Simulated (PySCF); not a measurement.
## As (arsenic, neutral): B2PLYP calculation

Configuration: [Ar] 3d10 4s2 4p2 5s1, high-spin 4P determinant (an excited configuration). Calculation: PySCF 2.14, in aug-cc-pwCVTZ-PP with ECP10MDF; a scalar-relativistic core potential.

```
Total energy, PT2 part included                               : -331.8007 hartree
One-electron energy                                           : -583.1251 hartree
Hartree (Coulomb) energy                                      : 277.6527 hartree
Exchange-correlation energy                                   : -26.3062 hartree
PT2 correlation before scaling by 0.27                        : -0.08189 hartree
⟨S²⟩                                                          : 3.7540
⟨L²⟩                                                          : 2.026
Sum of ⟨r⟩                                                    : 25.76 bohr
Sum of ⟨r²⟩                                                   : 64.97 bohr²
Traceless quadrupole moment −½Σ⟨3z² − r²⟩ along its main axis : 1.18 e·bohr²
```

| shell | electrons | mean orbital energy (hartree) | spread (hartree) | rms radius, mean of both spins (bohr) |
| --- | --- | --- | --- | --- |
| 3s α | 1 | -7.63082 | 0 | 0.643 |
| 3s β | 1 | -7.61993 | 0 | 0.643 |
| 3p α | 3 | -5.66079 | 0.00571 | 0.671 |
| 3p β | 3 | -5.64933 | 0.01940 | 0.671 |
| 3d α | 5 | -1.98795 | 0.01075 | 0.747 |
| 3d β | 5 | -1.97855 | 0.01940 | 0.747 |
| 4s α | 1 | -0.82334 | 0 | 2.03 |
| 4s β | 1 | -0.70333 | 0 | 2.03 |
| 4p α | 2 | -0.41384 | 0 | 2.54 |
| 5s α | 1 | -0.09242 | 0 | 5.89 |

Energies and moments cover only the electrons outside the core potential. The outer electron is Rydberg-like, and this basis confines it to a smaller radius and binds it less than a complete one would.

The orbital energies are those of the SCF part of the double hybrid.
